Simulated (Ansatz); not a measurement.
```yaml
crystal:
  periodic: [true, true, true]
  atoms:
    - {symbol: C, position_ang: [-0.612503, -0.212861, 2.769022]}
    - {symbol: C, position_ang: [-0.585795, -0.076722, 1.622163]}
    - {symbol: Ge, position_ang: [-0.516957, 0.130733, -0.171295]}
    - {symbol: F, position_ang: [-2.045132, 0.528233, -0.677830]}
    - {symbol: C, position_ang: [0.573212, 1.492002, -0.643318]}
    - {symbol: C, position_ang: [1.283984, 2.353723, -0.937889]}
    - {symbol: C, position_ang: [-0.061588, -1.406975, -1.003408]}
    - {symbol: C, position_ang: [0.245339, -2.389605, -1.527592]}
    - {symbol: H, position_ang: [-0.640892, -0.332439, 3.785241]}
    - {symbol: H, position_ang: [1.910022, 3.119692, -1.200864]}
    - {symbol: H, position_ang: [0.512997, -3.260404, -1.994356]}
basis:
  gaussian: {orbitals: aug-cc-pVDZ}
hamiltonian: {xc: {name: revPBE0}}
output: {forces: true}
```

```sh
$ ansatz run in.yaml --threads 8 --pin off --events-out ev --progress --plain --max-ram 18278MiB
```

It prints (some lines left out):

```
Error: YAML parse error: error: line 2 column 3: crystal: missing field `lattice` (a structure is typed as `lattice` and `atoms`, a molecule's as `atoms` in Å alone, or read from a run's directory, `checkpoint`)
 --> <input>:2:3
1 | crystal:
2 |   periodic: [true, true, true]
3 |   atoms:
4 |     - {symbol: C, position_ang: [-0.612503, -0.212861, 2.769022]}
```

Task: What is wrong with this run?

Result: The molecule is marked periodic without a cell. The program refused the input.
